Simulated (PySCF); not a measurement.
From computed data to an observable: oscillator strength and radiative lifetime

CH6InNO2, SMILES [In]([OH])([NH2])[O]C.

Coordinates come from a B3LYP-D3(BJ)/def2-SVP optimisation. The structure was generated by enumeration; whether it is a known compound was not checked. The def2 effective core potentials stand for the cores of In; spin–orbit coupling is left out. Other conformers were not sampled.

TDA-CAM-B3LYP/def2-SVPD (PySCF) puts the first singlet state with f over 0.02 at 5.03 eV (vertical), with the transition dipole (-0.162, 0.539, 0.252) in atomic units.

Question: Find the oscillator strength, the wavelength and the radiative lifetime that this transition would have in vacuum if emission retraced absorption.

Answer: 
|μ|² = 0.3803 au, so |μ| = 1.57 D. ΔE = 5.03/27.211 = 0.1848 hartree. f = (2/3) ΔE |μ|² = 0.047 (the program prints 0.047).
λ = 1239.84/5.03 = 246 nm; ν = 40570 cm⁻¹.
Einstein's coefficient A = 0.6670 ν² f s⁻¹ (ν in cm⁻¹) = 5.1e7 s⁻¹, so τ = 1/A = 19 ns. This state is S2; the lower singlet has f = 0.011. The figure is the radiative limit of this one transition; relaxation, internal conversion, crossing to triplets and a medium change what is measured.
